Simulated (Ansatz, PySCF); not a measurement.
The PySCF input:
```python
from pyscf import gto, scf, dft

mol = gto.Mole()
mol.atom = '''
    Li   -0.000000   -0.000000   -1.663114
    Cl    0.000000    0.000000    0.293491
'''
mol.basis = 'cc-pvdz'
mol.charge = 0
mol.spin = 0
mol.verbose = 4
mol.build()

mf = dft.RKS(mol)
mf.xc = 'b3lyp'
mf.grids.atom_grid = (99, 590)
mf.grids.prune = None
mf.kernel()
```

Task: Write the same job for Ansatz (an electronic-structure program).

Result: This is not unique; one that fits is 
Ansatz 0.2 input:
```yaml
crystal:
  periodic: [false, false, false]
  atoms:
    - {symbol: Li, position_ang: [-0.00000000, -0.00000000, -1.66311369]}
    - {symbol: Cl, position_ang: [0.00000000, 0.00000000, 0.29349065]}
basis:
  gaussian:
    orbitals: cc-pVDZ
hamiltonian:
  xc: b3lyp
accuracy: high
```

Both were run: PySCF gave -467.817862 Eh and Ansatz -467.817875 Eh, 0.013 mEh apart.
